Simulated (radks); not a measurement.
Zr XXIV, 17 electrons, occupied as [Ne] 3s2 3p5.

Calculated with a radial shooting solver on a logarithmic mesh with Libxc functionals: scalar-relativistic Kohn-Sham, LDA (Slater exchange, VWN5 correlation), spin-polarised, spherical densities, finite nucleus; open shells are filled with parallel spins first (spin-orbit coupling, left out, can overturn this in heavy ions); Fermi nuclear charge, rms radius 4.2694 fm.

Energy parts (Ry):
part                        energy
total                  -6525.28636
kinetic                 6727.39941
electron-nucleus      -14407.61140
Hartree                 1310.23295
exchange-correlation    -155.30731

Orbitals (lengths in bohr, moments of r in powers of bohr):
orbital  occ.  eigenvalue (Ry)  <1/r>
1s up       1        -1381.334  41.20
1s down     1        -1381.217  41.20
2s up       1        -253.1301  9.320
2s down     1        -253.0274  9.321
2p up       3        -234.1182  9.073
2p down     3        -233.9919  9.073
3s up       1        -89.18933  3.599
3s down     1        -88.89870  3.595
3p up       3        -83.06757  3.485
3p down     2        -82.77356  3.482

The highest occupied level is 3p down at -1126.2 eV. The spin density at the nucleus is -1.519 e/bohr^3 (1s -2.932, 2s -0.428, 3s 1.841). Summed over all electrons, <r^2> = 1.503 bohr^2, which gives a Langevin (diamagnetic) susceptibility term of -1.19 x 10^-6 cm^3/mol. For comparison, the ionisation energy in NIST's Atomic Spectra Database is 1145 eV (semi-empirical). In exact Kohn-Sham theory the highest level is minus the ionisation energy, but local and semilocal functionals leave it too shallow, through self-interaction and a potential that decays too fast; potentials with the right tail come closer. Spin moment in Bohr magnetons: 1. The electron density at the nucleus is 7.607e+04 e/bohr^3 (large components only). The density falls to 0.001 e/bohr^3 at r = 1.11 bohr.
